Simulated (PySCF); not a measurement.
## CrOCl, quartet: data card

Level of theory: UB3LYP/[Cr def2-SVP, O def2-SVP, Cl def2-SVP], no relativity, density fitting, PySCF.

The structure is a minimum.

| Quantity | Value |
| --- | --- |
| Point group | Cs |
| Bond lengths | Cr–Cl 2.178 Å, Cr–O 1.572 Å |
| Bond angles | Cl–Cr–O 137.1° |
| Highest occupied level (α) | -6.72 eV |
| Rotational constants | 1.769, 0.1049, 0.09904 cm⁻¹ |
| Spin squared ⟨S²⟩ | 3.866 |
| Enthalpy at 298.15 K above 0 K | 12.54 kJ/mol |
| Principal polarisabilities | 26.5, 29.9, 54.6 bohr³ |
| Lowest empty level (α) | -3.75 eV |
| Zero-point energy | 9.4 kJ/mol |
| Entropy at 298.15 K and 1 bar (electronic part: spin only) | 294.8 J/(mol K) |
| Principal quadrupole moments (Buckingham, traceless) about the centre of mass | -9.22, 4.49, 4.73 D Å |
| Dipole moment | 2.24 D |
| Atomisation energy without zero-point energy | 824 kJ/mol |
| Rotational symmetry number | 1 |
| Heat capacity Cp at 298.15 K | 48.8 J/(mol K) |

Harmonic modes (masses in u: Cr 51.941, O 15.995, Cl 34.969):
| symmetry | ω (cm⁻¹) | IR (km/mol) | type |
| --- | --- | --- | --- |
| a' | 132 | 17.4 | bend |
| a' | 419 | 53.4 | stretch |
| a' | 1019 | 127 | stretch |

Charges (e):
```
atom  Mulliken  Löwdin  polar tensor  spin (Mulliken)  Mayer order to Cr1
 Cr1      0.68    0.20          1.18             3.35                   –
  O2     -0.41   -0.14         -0.64            -0.29                2.14
 Cl3     -0.26   -0.06         -0.55            -0.06                1.18
```

Mulliken populations on Cr1: s 6.44, p 12.42, d 4.45, f 0.01.

Formally Cr is in oxidation state +3, d3, with 3 unpaired electrons (the high-spin count). The Mulliken spin on Cr is 3.35. The polar-tensor charge on Cr, 1.18, is far below the formal one.

This need not be the most stable arrangement of these atoms. Open d and f shells are described by one determinant, and the ground state may have another occupation or spin.

The final relaxation and frequency run took 31 s on 2 threads of a shared Arm Neoverse V2 host, with 63 basis functions and 17 gradients; the process peaked at 0.68 GiB. Launch command: `OMP_NUM_THREADS=2 python axn.py task.json out`.
